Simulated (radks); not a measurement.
Initial-state core-level shifts of the gadolinium ion Gd+ when its valence configuration changes from [Xe] 4f7 5d1 6s1. Calculated with a radial shooting solver on a logarithmic mesh with Libxc functionals: scalar-relativistic Kohn-Sham, PBE, spin-polarised, spherical densities, finite nucleus; open shells are filled with parallel spins first (spin-orbit coupling, left out, can overturn this in heavy ions); Fermi nuclear charge, rms radius 5.1569 fm. Shifts are changes of the shell-averaged eigenvalues in eV (positive: less bound); the change of the density at the nucleus, which sets a Mossbauer isomer shift, is in e/bohr^3, on a base of 6.582e+05.

valence                   2s       3d       4p      5p  density at nucleus
4f7 5d1 6p1           -1.243   -1.239   -1.246  -1.238              -35.82
4f8 5d1               +8.317   +8.994   +8.579  +4.556              -62.40
4f6 5d1 6s1 6p1      -12.130  -13.076  -12.246  -6.444              +45.73
4f7 6s1 6p1           -3.613   -3.552   -3.566  -3.400               +6.35
4f7 5d1 6s0.5 6p0.5   -0.626   -0.624   -0.628  -0.624              -17.78
4f7 5d1.5 6s0.5       +1.106   +1.084   +1.090  +1.042              -19.95
4f7 6s2               -2.528   -2.463   -2.484  -2.405              +41.17
4f7 6p2               -4.822   -4.752   -4.773  -4.576              -31.60
4f7 5d0.5 6s1.5       -1.244   -1.213   -1.225  -1.199              +19.29
